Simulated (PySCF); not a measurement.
Si(OSiH3)(Me)3 (C3H12OSi2), SMILES C[Si](C)(O[SiH3])C.

Geometry: r2SCAN-D4/def2-SVP. The values are those of a single conformer.

These are TDA-M06-2X/def2-SVPD in PySCF values and carry that method's errors.

Vertical excitations. Isolated molecule, no solvent. State labels are in the subgroup Cs.

| state | symmetry | energy (eV) | λ (nm) | f | main pairs |
|---|---|---|---|---|---|
| S1 | A" | 7.38 | 168 | 0.010 | HOMO→LUMO 67 % |
| S2 | A' | 7.55 | 164 | 0.014 | HOMO−1→LUMO 68 % |
| S3 | A" | 7.95 | 156 | 0.026 | HOMO→LUMO+1 26 %, HOMO→LUMO 24 %, HOMO−2→LUMO 18 %, HOMO→LUMO+2 10 % |
| S4 | A' | 8.03 | 154 | 0.034 | HOMO−1→LUMO 24 %, HOMO−1→LUMO+2 22 %, HOMO−3→LUMO 21 %, HOMO−1→LUMO+1 16 % |
| S5 | A" | 8.43 | 147 | 0.050 | HOMO→LUMO+1 26 %, HOMO−2→LUMO 24 %, HOMO→LUMO+2 13 %, HOMO→LUMO+3 10 % |
| S6 | A" | 8.52 | 145 | 0.050 | HOMO→LUMO+3 35 %, HOMO→LUMO+5 14 %, HOMO→LUMO+1 13 %, HOMO−2→LUMO 12 % |
| T1 | A" | 7.13 | 174 | 0 | HOMO→LUMO 51 %, HOMO→LUMO+1 11 %, HOMO→LUMO+2 10 % |
| T2 | A' | 7.30 | 170 | 0 | HOMO−1→LUMO 48 %, HOMO−1→LUMO+1 10 %, HOMO−3→LUMO 10 %, HOMO−3→LUMO+2 9 % |
Triplets are in the Tamm–Dancoff approximation.
